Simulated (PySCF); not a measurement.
An unknown shows these calculated signals:

$^{1}$H NMR (400 MHz, computed): δ 6.81 (m, 1H), 6.67 (s, 1H), 6.09 (t, 1H), 5.49 (m, 1H), 5.34 (m, 1H), 4.62 (m, 2H), 1.90 (m, 2H), 1.88 (s, 3H).

$^{13}$C{$^{1}$H} NMR (computed): δ 152.2 (CH), 151.6 (CH), 137.6 (C), 136.8 (C), 133.6 (CH), 122.4 (CH2), 28.5 (CH3), 9.2 (CH2).

Single conformer, rapidly exchanging positions averaged, gas phase, no relativistic terms. Shielding tensors at PBE0/pcSseg-1 (GIAO); GFN2-xTB geometry; PySCF 2.14.0 with density-fitted response routines.

Chemical shifts δ = σref − σ; $^{1}$H (σref 31.72) and $^{13}$C (σref 186.93) against TMS, all at this level.

Which of these does the molecule contain: a three-membered ring, a heteroaromatic ring, a non-aromatic C=C double bond, a Si–H bond, a vinyl group CH=CH2, a (CH3)2CH unit?

Answers


- A three-membered ring: no.
- A heteroaromatic ring: no.
- A non-aromatic C=C double bond: yes.
- A Si–H bond: yes (δH 4.62 (m)).
- A vinyl group CH=CH2: yes (δC 122.4, 151.6; δH 5.34 (m), 5.49 (m), 6.81 (m)).
- A (CH3)2CH unit: no.

The data belong to SMILES C=CC1=CC(C)=CC[SiH2]1, C8H12Si; they needn't prove each group on their own.

Carbon signals by region: 6 in the sp2 and nitrile region (100–160 ppm), 2 below 50 ppm.

Shifts are as computed. Against solution values, carbons near 30 ppm lie about +3 ppm off and those near 130 ppm about +5 ppm. Of 1309 compounds with measured shifts, 239 miss one by over three times the rms of a fit or turn the order of signals round; such compounds aren't used in these exercises. No couplings were computed; multiplicities are counted from neighbouring protons, with m where these are inequivalent, close in shift, in a saturated or five-membered ring or joined by F or P, and br s for small geminal =CH2 splittings.
